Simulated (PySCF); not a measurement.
# Spin-rotation constants: `ClCCc1ccco1`, C₆H₇ClO

Geometry:
```tsv
atom	x (Å)	y (Å)	z (Å)
Cl1	-2.058	-0.864	1.655
C2	-2.151	0.322	0.326
C3	-1.207	-0.068	-0.809
C4	0.221	-0.044	-0.377
C5	1.026	-1.013	0.145
C6	2.277	-0.396	0.395
C7	2.137	0.899	0.009
O8	0.896	1.124	-0.458
H9	-3.187	0.336	-0.013
H10	-1.882	1.291	0.746
H11	-1.345	0.648	-1.623
H12	-1.460	-1.066	-1.167
H13	0.761	-2.033	0.330
H14	3.152	-0.857	0.804
H15	2.816	1.729	0.014
```

Method used: GIAO B97-2/pcSseg-1 magnetisability, rotational g tensor and spin-rotation constants, non-relativistic, gas phase in PySCF 2.14.0. Geometry: GFN2-xTB.

(1) Give the nuclear spin-rotation constants along the inertial axes (H = +C I·J) beside the isotropic shieldings.

(2) How do the rotational constants and the g tensor change when H9, H10, H11, H12, H13, H14, H15 are replaced by deuterium?

## Answers

(1) Rotational constants 3.6761, 1.0683, 0.9364 GHz. A star marks the isotopologue with that one atom substituted, in its own axes.
```tsv
atom	isotope	Caa (kHz)	Cbb (kHz)	Ccc (kHz)	mean (kHz)	σ (ppm)
Cl1	35Cl	0.781	0.092	0.192	0.355	862.8
H9	1H	-0.022	-0.072	-0.083	-0.059	28.1
H10	1H	-0.316	-0.117	0.029	-0.135	28.3
H11	1H	-0.365	0.038	-0.102	-0.143	28.7
H12	1H	-0.331	-0.109	0.016	-0.141	29.0
H13	1H	-0.213	-0.016	-0.032	-0.087	25.2
H14	1H	-0.145	0.043	-0.102	-0.068	25.2
H15	1H	0.082	-0.099	-0.025	-0.014	24.4
C2	13C*	0.742	0.175	0.195	0.370	135.2
C3	13C*	0.619	0.180	0.159	0.320	150.3
C4	13C*	1.517	0.356	0.279	0.718	33.2
C5	13C*	1.157	0.335	0.234	0.575	70.0
C6	13C*	1.206	0.364	0.188	0.586	70.9
C7	13C*	1.470	0.334	0.263	0.689	43.0
O8	17O*	-1.257	-0.347	-0.202	-0.602	36.5
```
For the geometry as given, no vibrational averaging.

(2) Constants 3.1132, 0.9883, 0.8637 GHz; g -0.0192, -0.0086, 0.0003, against -0.0205, -0.0095, 0.0000 before.
